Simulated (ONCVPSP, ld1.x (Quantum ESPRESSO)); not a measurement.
**Potentials for silver (Ag) compared**

Generated with ld1.x 7.5 (TM, RRKJ, ultrasoft, PAW), atompaw 4.2 or ONCVPSP 4.0.1. The cutoff is in Ry: for ld1.x and atompaw files where the sum of valence levels is converged to 10 mRy in a Bessel basis, for ONCV files where the hardest occupied wave has 1 mHa per electron of residual kinetic energy. The error is the largest all-electron minus pseudo excitation energy over each file’s own four to seven test configurations (ionisations up to +4, promotions, holes and added fractions of an electron), all of which were solved. The labels leave out finer settings (local radius, basis sizes, second energies), which also bear on the numbers. Spin-polarised tests are not counted. The rows are a selection from randomly drawn settings: files with unsolved tests, undetermined cutoffs or missed reference levels are left out.

A true bound ghost makes a file unfit for plane-wave use even where its test errors are small: the radial tests pick states by their node count and pass the ghost by.

| potential | cutoff (Ry) | largest error (meV) | bound ghosts |
| --- | --- | --- | --- |
| ONCV, PBE, scalar-relativistic, rc 1.25/1.50/1.25 (spd), local smoothed, core correction yes, reference 4s2 4p6 4d8, qcut 8.3/11.4/9, projectors 2/2/3 | 97 | -45 | none |
| ONCV, revPBE, scalar-relativistic, rc 2.70/1.70/1.20 (spd), local smoothed, core correction yes, reference 4p6 4d10 5s1, qcut 2.4/6.8/8.9, projectors 2/2/3 | 65 | -26 | none |
| TM, LDA (PZ), scalar-relativistic, rc 2.35/1.95/1.15 (spd), local smoothed, core correction no, reference 4d9 5s0 5p0 | 80 | -271 | s, p |
| ONCV, PBE, scalar-relativistic, rc 1.00/1.50/1.75 (spd), local smoothed, core correction no, reference 4s2 4p6 4d10, qcut 5.2/7.3/8.3, projectors 2/1/1 | 352 | -107 | none |
| ONCV, PBE, scalar-relativistic, rc 1.45/1.15/1.70 (spd), local smoothed, core correction yes, reference 4s2 4p6 4d10 5s0.75, qcut 10.7/7.3/9.9, projectors 2/2/2 | 175 | -2.5 | none |

Q: Fill in the row for Ag: ONCV, PBE, scalar-relativistic, rc 2.45/2.45/1.85 (spd), local d, core correction yes, reference 4d10 5s1, qcut 3/2.7/7.1, projectors 2/1/0.

A: cutoff 43 Ry, largest error -134 meV, bound ghosts: s, p.

Q: Fill in the row for Ag: ONCV, PBE, scalar-relativistic, rc 1.25/1.10/1.90 (spd), local smoothed, core correction yes, reference 4s2 4p6 4d9 5s2, qcut 10.6/8.6/9.6, projectors 2/2/2.

A: cutoff 78 Ry, largest error +4.3 meV, bound ghosts: none.

Q: Fill in the row for Ag: TM semilocal, revPBE, scalar-relativistic, rc 2.15/2.85/1.70 (spd), local s, core correction no, reference 4d10 5s0 5p0.

A: cutoff 70 Ry, largest error -574 meV, bound ghosts: none.
